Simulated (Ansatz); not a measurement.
This geometry of Al₂H₆N₂S (11 atoms, charge 0, multiplicity 1) is a first-order saddle point.

All numbers below come from Ansatz, RKS B3LYP/STO-3G.

```xyz
11
Properties=species:S:1:pos:R:3
N 1.693 0.598 0.287
Al 0.309 -0.268 0.863
S 0.388 -1.310 2.723
N -1.131 -0.192 -0.145
Al -1.402 0.611 -1.673
H 2.609 0.670 0.768
H 1.733 1.138 -0.598
H 0.810 -2.465 2.144
H -1.951 -0.713 0.239
H -0.247 1.367 -2.258
H -2.746 0.508 -2.329
```

**Question.** Which two structures does it join? (They come from a converged band through this point; their orientation in space is the band's.)

**Answer.** No bond is made or broken. The dihedral N1–Al2–S3–H8 goes from 179 to 0°.

Image 0:

```xyz
11
Properties=species:S:1:pos:R:3
N 1.848 0.625 0.174
Al 0.536 -0.359 0.739
S 0.849 -1.574 2.445
N -0.990 -0.299 -0.140
Al -1.431 0.618 -1.558
H 2.793 0.674 0.595
H 1.815 1.246 -0.655
H -0.416 -2.068 2.435
H -1.744 -0.907 0.251
H -0.375 1.498 -2.156
H -2.819 0.489 -2.110
```

Image 8:

```xyz
11
Properties=species:S:1:pos:R:3
N 1.642 0.425 0.327
Al 0.217 -0.481 0.727
S 0.222 -1.791 2.391
N -1.213 -0.275 -0.281
Al -1.458 0.711 -1.699
H 2.551 0.387 0.823
H 1.720 1.086 -0.468
H 1.510 -1.511 2.720
H -2.038 -0.836 0.025
H -0.292 1.527 -2.170
H -2.796 0.703 -2.376
```

**Question.** How far does it lie above each of them?

**Answer.** 0.159 eV above the first and 0.160 eV above the second. This is the barrier of this one path; another mechanism may lie lower. Limits of this set-up: minimal basis.

Time of the run: 7.3 min on 1 thread of Intel(R) Xeon(R) Processor @ 2.70GHz (shared host), peak memory 0.13 GiB.
